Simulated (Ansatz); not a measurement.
CH₇FNPSi (`FC[SiH2]NP`), 12 atoms. Total charge 0; spin multiplicity 1. All runs use 4 threads of an Arm Neoverse V2 on a shared host. Correlated methods freeze the cores.

Question: How many basis functions does each run have, and how long does it take in Ansatz? RKS PBE0-D4/def2-TZVPP energy; RHF-CCSD(T)/def2-SVP energy; RKS ωB97M-V/def2-SVP energy; RKS LC-ωPBE/def2-TZVPP energy; RHF-CCSD(T)/def2-TZVPP energy; RKS PBE0-D4/def2-SVP energy; RKS ωB97M-V/def2-QZVPP energy; direct RPA on PBE orbitals/def2-TZVPP energy; RKS HSE06 (plane-wave form)-D4/def2-TZVPP energy; RKS PBE0-D4/def2-TZVP relaxation (7 steps); RKS B97M-V/def2-TZVPP energy; RHF-MP2/def2-QZVPP energy. (An estimate is asked.)

Answer: The calculation gave: Other jobs shared the machine, so times are rough.

```tsv
level	job	functions	wall time	peak host memory (GiB)
RKS PBE0-D4/def2-SVP	energy	113	0.95 s	0.48
RKS LC-ωPBE/def2-TZVPP	energy	275	2.6 s	0.55
RKS PBE0-D4/def2-TZVPP	energy	275	3.1 s	0.75
RKS HSE06 (plane-wave form)-D4/def2-TZVPP	energy	275	3.3 s	0.79
RKS ωB97M-V/def2-SVP	energy	113	3.8 s	0.48
direct RPA on PBE orbitals/def2-TZVPP	energy	275	4.8 s	0.68
RHF-CCSD(T)/def2-SVP	energy	113	5.5 s	0.55
RKS B97M-V/def2-TZVPP	energy	275	9.5 s	0.48
RKS ωB97M-V/def2-QZVPP	energy	521	19 s	2.5
RHF-MP2/def2-QZVPP	energy	521	24 s	3.5
RKS PBE0-D4/def2-TZVP	relaxation (7 steps)	209	24 s	0.58
RHF-CCSD(T)/def2-TZVPP	energy	275	3.3 min	7.3
```

LC-ωPBE has ω = 0.4 bohr⁻¹.
